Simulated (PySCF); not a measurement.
These 2 structures share the formula C2H10OSi3. Method used: PySCF, PBE0-D3(BJ)/def2-SVP geometry optimisation, gas phase. One conformer each; no zero-point energy, no entropy. No frequencies were run at this level. Point groups hold within 0.08 Å.

Question: Rank from lowest to highest electronic energy at this level (kJ/mol).
A. `[SiH3:1]/[CH:2]=[CH:3]\[SiH2:4][O:5][SiH3:6]` with C2–C3–Si4–O5 180°
B. `[CH3:1][C:2](=[O:3])[SiH:4]([SiH3:5])[SiH3:6]` with C1–C2–Si4–Si5 -122°

Answer: A (0.0), B (124.4).

As drawn, the lower has an Si–O bond and a C=C bond outside aromatic rings, which the higher lacks; the higher has a C=O bond and an Si–Si bond, which the lower lacks.

```
                   SMILES       E (Eh)  E rel (kJ/mol)  dipole (D)  point group       A, B, C (MHz)
 [SiH3]/C=C\[SiH2]O[SiH3]  -1025.03537             0.0        0.87            –  7045, 600.7, 564.9
CC(=O)[SiH]([SiH3])[SiH3]  -1024.98798           124.4        2.20           Cs   1645, 1370, 920.4
```

Q: How do the relative energies change in single points at PBE0/pcSseg-1 (no added dispersion term) on the same geometries?

A: 
| SMILES | PBE0-D3(BJ)/def2-SVP (kJ/mol) | PBE0/pcSseg-1 (kJ/mol) | shift |
| --- | --- | --- | --- |
| [SiH3]/C=C\[SiH2]O[SiH3] | 0.0 | 0.0 | 0.0 |
| CC(=O)[SiH]([SiH3])[SiH3] | 124.4 | 129.4 | +5.0 |

Each column counts from its own lowest isomer. The order is unchanged; the largest shift is 5.0 kJ/mol.
